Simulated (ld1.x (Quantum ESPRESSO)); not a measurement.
## I (Z = 53): PAW pseudisation with PBEsol, scalar-relativistic reference atom.

Input for ld1.x (Quantum ESPRESSO) 7.5:

```
&input
   title='I', zed=53., rel=1, dft='PBESOL', iswitch=3,
   config='[Kr] 4d10 4f-2 5s2 5p5',
   nld=4, rlderiv=1.85, eminld=-6.0, emaxld=5.0, deld=0.02
 /
 &inputp
   pseudotype=3, lpaw=.true., tm=.true., lloc=-1, rcloc=0.85,
   nlcc=.false.,
   which_augfun='BESSEL', rmatch_augfun=0.75,
   file_pseudopw='I.UPF', file_wfcaegen='ae.wfc', file_wfcncgen='nc.wfc', file_beta='beta', file_chi='chi', file_wfcusgen='us.wfc'
 /
7
5S  1  0   2.00   0.00  1.40  1.60  0.0
5S  1  0   0.00  -0.80  1.40  1.60  0.0
5P  2  1   5.00   0.00  1.25  1.70  0.0
5P  2  1   0.00   0.75  1.25  1.70  0.0
4D  3  2  10.00   0.00  1.00  1.05  0.0
4D  3  2   0.00   0.55  1.00  1.05  0.0
4F  4  3  -2.00  -0.05  1.00  1.30  0.0
 &test
   configts(1)='4d10 5s2 5p5'
 /
```

Command:

```bash
ld1.x < I.in > I.out
```

Output (shortened: banner, matrices, multipoles, cross overlaps and the repeated all-electron block are left out):

```
Program LD1 v.7.5

     !!!!!!!!!!!!!!!!!!! WARNING !!!!!!!!!!!!!!!!!!!!!!!
     Message from routine ld1_readin:
     US requires at least two energies per channel 4F
     !!!!!!!!!!!!!!!!!!!!!!!!!!!!!!!!!!!!!!!!!!!!!!!!!!!
     --------------------------- All-electron run ----------------------------

     I
     scalar relativistic calculation

     atomic number is 53.00
     dft =PBESOL   lsd =0 sic =0 latt =0  beta=0.20 tr2=1.0E-14
     Exchange-correlation= PBESOL
                           (   1   4  10   8   0   0   0)
     mesh =1247 r(mesh) =  99.95380 a.u. xmin = -7.00 dx = 0.01250
     1 Ry =  13.60569312 eV, c = 137.03599908

     n l     nl                  e(Ry)          e(Ha)          e(eV)
     1 0     1S 1( 2.00)     -2423.1522     -1211.5761    -32968.6655
     2 0     2S 1( 2.00)      -374.4034      -187.2017     -5094.0174
     2 1     2P 1( 6.00)      -336.0910      -168.0455     -4572.7508
     3 0     3S 1( 2.00)       -75.5480       -37.7740     -1027.8832
     3 1     3P 1( 6.00)       -63.1349       -31.5674      -858.9936
     4 0     4S 1( 2.00)       -13.2540        -6.6270      -180.3301
     4 1     4P 1( 6.00)        -9.3621        -4.6811      -127.3785
     3 2     3D 1(10.00)       -44.5332       -22.2666      -605.9049
     4 2     4D 1(10.00)        -3.6904        -1.8452       -50.2098
     5 0     5S 1( 2.00)        -1.2824        -0.6412       -17.4481
     5 1     5P 1( 5.00)        -0.5217        -0.2608        -7.0974

     final scf error:  6.9E-15 reached in  24 iterations

     Etot =  -14226.855743 Ry,   -7113.427871 Ha, -193566.233338 eV

     Ekin =   14932.528507 Ry,    7466.264254 Ha,  203167.400422 eV
     Encl =  -34430.723132 Ry,  -17215.361566 Ha, -468453.852935 eV
     Eh   =    5627.370299 Ry,    2813.685150 Ha,   76564.273384 eV
     Exc  =    -356.031418 Ry,    -178.015709 Ha,   -4844.054210 eV

     normalization and overlap integrals

     s(1S/1S) =  1.000000  <r> =   0.0272  <r2> =    0.0010  r(max) =   0.0175
     s(2S/2S) =  1.000000  <r> =   0.1172  <r2> =    0.0162  r(max) =   0.0995
     s(2P/2P) =  1.000000  <r> =   0.1025  <r2> =    0.0128  r(max) =   0.0794
     s(3S/3S) =  1.000000  <r> =   0.3143  <r2> =    0.1129  r(max) =   0.2843
     s(3P/3P) =  1.000000  <r> =   0.3123  <r2> =    0.1131  r(max) =   0.2807
     s(4S/4S) =  1.000000  <r> =   0.7401  <r2> =    0.6189  r(max) =   0.6820
     s(4P/4P) =  1.000000  <r> =   0.7922  <r2> =    0.7153  r(max) =   0.7169
     s(3D/3D) =  1.000000  <r> =   0.2887  <r2> =    0.0986  r(max) =   0.2327
     s(4D/4D) =  1.000000  <r> =   0.9219  <r2> =    0.9959  r(max) =   0.7825
     s(5S/5S) =  1.000000  <r> =   1.9635  <r2> =    4.3733  r(max) =   1.6984
     s(5P/5P) =  1.000000  <r> =   2.4695  <r2> =    7.0537  r(max) =   2.0233

     ------------------------ End of All-electron run ------------------------

     --------------------- Generating PAW atomic setup --------------------

      Generating local potential from pseudized AE potential:
      Matching radius rcloc =   0.8500

      Local pseudo, rcloc= 0.843 Estimated cut-off energy=    34.70 Ry

      Computing core charge for PAW:

       r > 0.56 : true rho core
       r < 0.56 : rho core = a sin(br)/r    a=  36.49  b=   3.93

      Integrated core pseudo-charge :  12.15
      Wfc-us  5S rcutus= 1.616  Estimated cut-off energy=    16.58 Ry
      Wfc-us  5S rcutus= 1.616  Estimated cut-off energy=    17.16 Ry
      Wfc-us  5P rcutus= 1.698  Estimated cut-off energy=    24.72 Ry
      Wfc-us  5P rcutus= 1.698  Estimated cut-off energy=    26.25 Ry
      Wfc-us  4D rcutus= 1.056  Estimated cut-off energy=   103.95 Ry
      Wfc-us  4D rcutus= 1.056  Estimated cut-off energy=   125.47 Ry
      Wfc-us  4F rcutus= 1.290  Estimated cut-off energy=    88.00 Ry

     Required augmentation: BESSEL   radius:    0.750000
     Suggested rho cutoff for augmentation: 272.17 Ry

     Estimated PAW energy = -545.255176 Ryd

     ------------------- End of pseudopotential generation -------------------

     Computing logarithmic derivative in   1.84223
     Computing logarithmic derivative in   1.84223
     Computing the partial wave expansion
     R is outside the sphere for l=    0 j= 0.00
     R is outside the sphere for l=    0 j= 0.00
     R is outside the sphere for l=    1 j= 0.00
     R is outside the sphere for l=    1 j= 0.00
     R is outside the sphere for l=    2 j= 0.00
     R is outside the sphere for l=    2 j= 0.00
     R is outside the sphere for l=    3 j= 0.00

     ---------------------- Testing the pseudopotential ----------------------

     I
     scalar relativistic calculation

     atomic number is 53.00   valence charge is 17.00
     dft = SLA  PW   PSX  PSC   lsd =0 sic =0 latt =0  beta=0.20 tr2=1.0E-14
     mesh =1247 r(mesh) =  99.95380 xmin = -7.00 dx = 0.01250

     n l     nl             e AE (Ry)        e PS (Ry)    De AE-PS (Ry)
     3 2     4D   1(10.00)       -3.69035       -3.69024       -0.00011
     1 0     5S   1( 2.00)       -1.28241       -1.28235       -0.00007
     2 1     5P   1( 5.00)       -0.52165       -0.52156       -0.00009

     eps = 8.4E-15  iter = 15

     Etot =  -14226.855743 Ry,   -7113.427871 Ha, -193566.233338 eV
     Etotps =  -545.254684 Ry,    -272.627342 Ha,   -7418.567911 eV

     Ekin =     380.416679 Ry,     190.208340 Ha,    5175.832598 eV
     Encl =    -756.035978 Ry,    -378.017989 Ha,  -10286.393501 eV
     Ehrt =     186.394124 Ry,      93.197062 Ha,    2536.021245 eV
     Ecxc =    -356.029510 Ry,    -178.014755 Ha,   -4844.028254 eV

     ---------------------- End of pseudopotential test ----------------------
```

Note: ghost states, extra bound levels that the all-electron valence spectrum of the same l lacks: s at -498.5 eV, p at -172.5 eV. A true bound ghost makes a file unfit for plane-wave use.

Generation and configuration tests took about 1.7 s on one core of a shared server CPU.
